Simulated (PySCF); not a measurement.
A GIAO shielding run with PySCF 2.14.0 with density-fitted response routines (density fitting, non-relativistic, gas phase) on SMILES C#C[SiH2]C[SiH](F)F, C3H6F2Si2:

```
$ OMP_NUM_THREADS=1 python probes_run.py task.json out

{"job": {"kind": "nmr", "xc": "PBE0", "basis": "pcSseg-1"}, "charge": 0, "multiplicity": 1}
C      2.808300    -0.332245     0.866435
C      1.918420     0.307430     0.371656
Si     0.554315     1.300115    -0.390147
C     -1.094718     0.526521     0.183731
Si    -1.359220    -1.250144    -0.366321
F     -2.870230    -1.708891    -0.082982
F     -1.306466    -1.320039    -1.965889
H      3.585946    -0.894121     1.299564
H      0.683314     1.252007    -1.848467
H      0.636726     2.679296     0.111449
H     -1.913715     1.139664    -0.197741
H     -1.152821     0.584688     1.270600
H     -0.494238    -2.283794     0.146639
```

Hardware: 1 thread of an Intel Xeon, shared host. The job also computes population analyses, field gradients.

(1) How large is the calculation?

(2) How long does it take, and how much memory does it need?

## Answers

(1) 70 electrons, 163 basis functions and 893 auxiliary functions.

(2) 86 s of wall time, with 14 SCF cycles and 5 response iterations; peak memory 0.81 GiB. Times on a shared host scatter by some tens of per cent.
